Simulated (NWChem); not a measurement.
Species: BPH₄; SMILES BP

All runs: NWChem. Pople sets run with spherical d functions. Geometry: optimised at PBE0/def2-SVP. Vertical excitations in the gas phase.

**Question.** What does the run give for CAM-B3LYP/6-31G*, TDA? Quantities: lowest excitation, singlet (eV); oscillator strength of that lowest state; orbital gap (eV).

**Answer.** 
```yaml
lowest excitation, singlet (eV): 5.30
oscillator_strength_of_that_lowest_state: 0.138
orbital gap (eV): 8.32
```
